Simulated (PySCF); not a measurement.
# Stationary points of BiF₃

Level of theory: PySCF, PBE0, basis Bi def2-TZVP with ECP60, F def2-TZVP (scalar-relativistic core potentials, no spin–orbit coupling, density fitting).

Relaxations began from a few typed shapes. The search is not exhaustive: other isomers or separated fragments can lie lower, and high-lying points may rest on an excited occupation.

Q: Which is the lowest minimum found?
A. singlet C2v: Bi–F 1.968 Å, Bi–F 2.077 Å (×2); F–Bi–F 87.2° (×2), F–Bi–F 174.3°
B. singlet C3v: Bi–F 1.987 Å (×3); F–Bi–F 95.4° (×3)
C. singlet D3h: Bi–F 2.061 Å (×3); F–Bi–F 120.0° (×3)

A: B. The others lie at 142.1 (singlet C2v, a saddle point), 145.0 (singlet D3h, a saddle point) kJ/mol above it.

Counting electrons, bismuth keeps 2 of its valence electrons outside its bonds, so the VSEPR class is AX3E1 and the expected shape is trigonal pyramidal (C3v), as computed. The angle of 95° is close to 90°: the heavy centre bonds with nearly pure p orbitals and keeps its lone pair s-like.

For the lowest minimum: spin–orbit coupling, left out here, can matter for elements this heavy.
